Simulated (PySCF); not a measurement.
SMILES c1coc(C=Cc2occc2)c1 (GFN2-xTB optimised geometry):

```
20

C      0.661     0.067     0.000
C     -0.678    -0.074     0.000
C     -1.599     1.021     0.000
C     -2.976     1.021     0.000
C     -3.375     2.373     0.000
C     -2.223     3.102     0.000
O     -1.149     2.300     0.000
C      1.586    -1.024     0.000
C      2.963    -1.014     0.000
C      3.372    -2.364     0.000
C      2.226    -3.100     0.000
O      1.145    -2.306     0.000
H      1.102     1.052     0.000
H     -1.122    -1.059     0.000
H     -3.612     0.159     0.000
H     -4.376     2.753     0.000
H     -2.045     4.159     0.000
H      3.593    -0.148     0.000
H      4.376    -2.736     0.000
H      2.056    -4.159     0.000
```

Calculation: CAM-B3LYP/def2-SVP run with PySCF.

Q: What are the frontier orbital energies and the dipole moment?

A: HOMO-2 -9.39 eV, HOMO-1 -8.35 eV, HOMO -6.48 eV, LUMO -0.24 eV, LUMO+1 2.12 eV; dipole moment 0.01 D.

Meta-Löwdin charges at CAM-B3LYP/def2-SVP: C1 -0.12, C2 -0.12, C3 0.17, C4 -0.17, C5 -0.16, C6 0.05, O7 -0.25, C8 0.17, C9 -0.17, C10 -0.16, C11 0.05, O12 -0.25, H13 0.12, H14 0.12, H15 0.12, H16 0.12, H17 0.12, H18 0.12, H19 0.12, H20 0.12.
